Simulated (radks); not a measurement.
All-electron atom: He+ in 1s0.5 2p0.5 (fractional occupations, a model configuration). Calculated with a radial shooting solver on a logarithmic mesh with Libxc functionals: non-relativistic Kohn-Sham, PBE, spin-unpolarised, spherical densities, point nucleus; without spin polarisation the odd electron is poorly described.

Radial electron density D(r) = 4 pi r^2 rho(r):

| r (bohr) | D(r) (e/bohr) |
|---|---|
| 0.04904 | 0.03370 |
| 0.05398 | 0.04002 |
| 0.05942 | 0.04743 |
| 0.06541 | 0.05608 |
| 0.072 | 0.06615 |
| 0.07925 | 0.07781 |
| 0.08724 | 0.09125 |
| 0.09603 | 0.1067 |
| 0.1057 | 0.1242 |
| 0.1164 | 0.1441 |
| 0.1281 | 0.1664 |
| 0.141 | 0.1913 |
| 0.1552 | 0.2187 |
| 0.1708 | 0.2486 |
| 0.188 | 0.2807 |
| 0.207 | 0.3147 |
| 0.2278 | 0.3502 |
| 0.2508 | 0.3862 |
| 0.2761 | 0.4221 |
| 0.3039 | 0.4565 |
| 0.3345 | 0.4883 |
| 0.3682 | 0.5158 |
| 0.4053 | 0.5376 |
| 0.4461 | 0.5523 |
| 0.4911 | 0.5584 |
| 0.5363 | 0.5558 |
| 0.5903 | 0.5435 |
| 0.6498 | 0.5214 |
| 0.7153 | 0.4905 |
| 0.7873 | 0.4524 |
| 0.8667 | 0.4094 |
| 0.954 | 0.3643 |
| 1.05 | 0.3200 |
| 1.156 | 0.2793 |
| 1.272 | 0.2446 |
| 1.401 | 0.2171 |
| 1.542 | 0.1973 |
| 1.697 | 0.1846 |
| 1.868 | 0.1775 |
| 2.056 | 0.1737 |
| 2.263 | 0.1706 |
| 2.491 | 0.1657 |
| 2.743 | 0.1569 |
| 3.019 | 0.1435 |
| 3.323 | 0.1257 |
| 3.658 | 0.1049 |
| 4.026 | 0.08289 |
| 4.432 | 0.06178 |
| 4.879 | 0.04316 |
| 5.37 | 0.02806 |
| 5.911 | 0.01683 |
| 6.507 | 0.009225 |
| 7.163 | 0.004577 |
| 7.884 | 0.002036 |
| 8.679 | 0.0008047 |
| 9.553 | 0.0002797 |

D(r) has 1 maximum, at r = 0.499 bohr.
